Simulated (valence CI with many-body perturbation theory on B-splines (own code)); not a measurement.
Sensitivity of CI+MBPT for Cs XLI

Computed by relativistic CI+MBPT: five valence electrons over a frozen Dirac-Fock core [Ne], radial functions for each j: 6 s, 6 p, 5 d, 3 f, 1 g, with the one-electron correlation potential Σ1, the two-electron term Σ2, the three-electron term Σ3, Breit, model QED; selected CI, second order for the rest, scaled by the run's own slope (own B-spline code, finite nucleus).

The last digits are not significant, and no measured levels were compared; by estimate large intervals hold to a few tenths of a per cent, small ones and those within an open d or f shell to about a per cent. Among the levels kept, up to 750 cm⁻¹ of a level comes from second order outside the variational space, and about a tenth of that is noise between levels of different J, which matters for small intervals.

The reference run has the lowest level (3s^2 3p1/2^2 3p3/2) J=3/2 and an ionisation energy of 2946.88 eV. Its largest variational space holds 10000 state functions.

Levels are named by their leading jj configuration (3d3/2^4 stands for four electrons in 3d with j = 3/2), which in mixed levels can hold well under half, so a name can repeat and another be missing. Letters in brackets count levels of one name in rising energy.

Changed runs:
A. orbitals per symmetry with explicit Σ2 and valence Breit (the others get mean screening factors) 5 → 7
B. factor on the speed of light 1 → 10; QED terms on → off
C. size limit of the variational space 10000 → 1500; second order for the rest on → off
D. highest l in the core sums 6 → 2 (bad on purpose)

Excitation energies of the reference run in cm⁻¹, and shifts in cm⁻¹:

```tsv
Level	Reference	A	C	D
(3s^2 3p1/2 3p3/2^2) J=3/2	629312	+2.1	+548	-49
(3s^2 3p1/2 3p3/2^2) J=5/2	696916	+2.1	+139	+75
(3s^2 3p1/2 3p3/2^2) J=1/2	780122	-3.7	-881	+206
(3s^2 3p1/2^2 3d3/2) J=3/2	1254660	-2.4	+1505	+5178
(3s^2 3p3/2^3) J=3/2	1418830	-1.2	-256	+155
(3s^2 3p1/2^2 3d5/2) J=5/2	1422480	+1.0	+2055	+3021
(3s 3p1/2^2 3p3/2^2) J=5/2	1568610	+1.8	+2365	+2545
(3s 3p1/2^2 3p3/2^2) J=1/2	1683100	-0.7	+466	+650
(3s 3p1/2^2 3p3/2^2) J=3/2	1690530	+1.9	+2577	+1193
(3s^2 3p1/2 3p3/2 3d3/2) J=5/2 [a]	1880390	+0.8	+2840	+5320
(3s^2 3p1/2 3p3/2 3d3/2) J=3/2 [a]	1888190	-0.2	+2523	+5039
(3s^2 3p1/2 3p3/2 3d3/2) J=1/2 [a]	1892950	-1.4	+183	+5331
Ionisation energy (eV)	2946.88	+0.0014	-0.30	+0.15
```

Run B ends with another lowest level, (3s^2 3p1/2 3p3/2^2) J=3/2, and an ionisation energy of 2935.59 eV.
